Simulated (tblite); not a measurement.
Compound: C5H6F3Si (doublet state).
SMILES with atom numbers: `[F:1][CH:2]([F:3])[C:4]1=[CH:5][CH2:6][Si:7]([F:8])[CH2:9]1` (hydrogens: H10 on C2; H11 on C5; H12, H13 on C6; H14, H15 on C9)

Structure used (GFN2-xTB), in Å, numbered top down from 1:
```
atom  x, y, z in Å
F1     2.5378    0.2514   -1.2940
C2     2.0221   -0.2535   -0.1363
F3     2.3826   -1.5588   -0.1070
C4     0.5346   -0.0650   -0.0900
C5    -0.3333   -1.0672   -0.1481
C6    -1.7987   -0.7806   -0.1007
Si7   -1.8511    1.1310   -0.0368
F8    -2.3945    1.5488    1.4525
C9     0.0491    1.3519    0.0009
H10    2.5418    0.2554    0.6934
H11   -0.0106   -2.0951   -0.2206
H12   -2.2405   -1.2244    0.7939
H13   -2.2946   -1.2379   -0.9556
H14    0.4743    1.9421   -0.8103
H15    0.3769    1.8099    0.9367
```

Computed values, GFN2-xTB/tblite, gas phase, harmonic and unscaled. Against measured fundamentals such values can be off by several per cent, at times by over 20. One conformer, not necessarily the lowest. Open shells enter through the occupations alone, without spin polarisation, and single modes of such species can be off by tens of per cent.

Harmonic wavenumbers (cm⁻¹): 30.6, 43.8, 144.2, 155.3, 196.0, 217.2, 297.3, 345.5, 448.3, 479.8, 526.4, 659.4, 687.7, 732.0, 755.1, 764.4, 791.3, 850.0, 882.6, 998.2, 1043.0, 1053.8, 1077.2, 1096.0, 1140.3, 1205.0, 1229.5, 1259.0, 1264.8, 1312.2, 1441.2, 1446.1, 1720.8, 2863.1, 2954.9, 2958.3, 2999.8, 3003.5, 3088.7.

A = 3117, B = 738.6, C = 663.7 MHz; mass 151.019 u (most abundant isotopes); point group C1, symmetry number 1; spin multiplicity 2.

Question: What is the zero-point energy?

Answer: ½Σν̃ = 22081 cm⁻¹ = 63.13 kcal/mol.

Question: What is S at 298.15 K and 1 bar for an ideal gas of classical rigid rotors and harmonic oscillators?

Answer: Translation 40.97, rotation 29.73, vibration 27.70, spin (R ln 2) 1.38: S = 99.8 cal/(mol K).

Question: And Cp and H(298.15 K) − H(0)?

Answer: Cp = 35.17 cal/(mol K), of which vibrations give 27.22 (their classical limit is 39 R = 77.5); H(298.15 K) − H(0) = 6.51 kcal/mol without the zero-point energy, 4.14 from vibrations.

Question: What must be added to the electronic energy to get the Gibbs energy at 298.15 K and 1 bar?

Answer: ZPE + [H(298.15 K) − H(0)] − T·S = 63.13 + 6.51 − 29.75 = 39.89 kcal/mol.

Question: Which modes carry the vibrational entropy at 298.15 K?

Answer: 30.6 cm⁻¹: 5.79; 43.8 cm⁻¹: 5.08; 144.2 cm⁻¹: 2.75; 155.3 cm⁻¹: 2.61; 196.0 cm⁻¹: 2.17; 217.2 cm⁻¹: 1.98 cal/(mol K); the other 33 give 7.33 together.

Question: How do the functions run with temperature in this model?

Answer: 
```tsv
T (K)	S (cal/(mol K))	Cp (cal/(mol K))	H − H(0) (kcal/mol)	G − H(0) (kcal/mol)	ln q(vib)
150	80.7	22.0	2.29	-9.82	3.42
250	94.0	30.8	4.92	-18.57	5.82
400	111.3	43.6	10.54	-34.00	9.32
600	131.5	55.6	20.55	-58.33	13.85
900	156.2	66.1	38.95	-101.63	20.13
```

q(vib) and H(0) count from the zero-point level.

Hindered rotation and anharmonicity are outside this model. Other conformers, if any are populated, would add a mixing term that is left out. The structure is chiral; the term R ln 2 for an equal mix with its mirror image is left out.
